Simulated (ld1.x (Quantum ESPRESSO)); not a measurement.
Reading a pseudo-wave (neon (Ne))

Columns: radius, all-electron u(r) and pseudo u(r) of the 2s shell (level -55.42 eV) of neon in the configuration [He] 2s2 2p5; PBEsol, scalar-relativistic, RRKJ scheme, ld1.x (Quantum ESPRESSO) 7.5.

| r (bohr) | all-electron | pseudo |
| --- | --- | --- |
| 0.045 | 0.4197 | -0.0732 |
| 0.090 | 0.4917 | -0.1447 |
| 0.135 | 0.3821 | -0.2147 |
| 0.180 | 0.1874 | -0.2864 |
| 0.225 | -0.0362 | -0.3652 |
| 0.270 | -0.2572 | -0.4559 |
| 0.315 | -0.4588 | -0.5598 |
| 0.360 | -0.6331 | -0.6734 |
| 0.405 | -0.7773 | -0.7880 |
| 0.450 | -0.8917 | -0.8929 |
| 0.495 | -0.9784 | -0.9784 |
| 0.540 | -1.0400 | -1.0400 |
| 0.585 | -1.0800 | -1.0800 |
| 0.630 | -1.1015 | -1.1015 |
| 0.675 | -1.1077 | -1.1077 |
| 0.720 | -1.1014 | -1.1014 |
| 0.765 | -1.0849 | -1.0849 |
| 0.810 | -1.0604 | -1.0604 |
| 0.855 | -1.0298 | -1.0298 |
| 0.900 | -0.9946 | -0.9946 |
| 0.945 | -0.9560 | -0.9560 |
| 0.990 | -0.9153 | -0.9153 |
| 1.035 | -0.8732 | -0.8732 |
| 1.080 | -0.8304 | -0.8304 |
| 1.125 | -0.7876 | -0.7876 |
| 1.170 | -0.7452 | -0.7452 |

Q: How many radial nodes do the two functions have?

A: The all-electron 2s function has n − l − 1 = 1; the pseudo-wave has 0, since the states of the same l below it are removed with the core.

Q: At about which radius was the pseudo-wave matched?

A: 0.50 bohr, where the columns begin to agree (steps of 0.04 bohr).

Q: Is the pseudo-wave norm-conserving?

A: Yes: the RRKJ scheme keeps the norm inside the radius equal to the all-electron one, which fixes the energy derivative of the logarithmic derivative at the level.
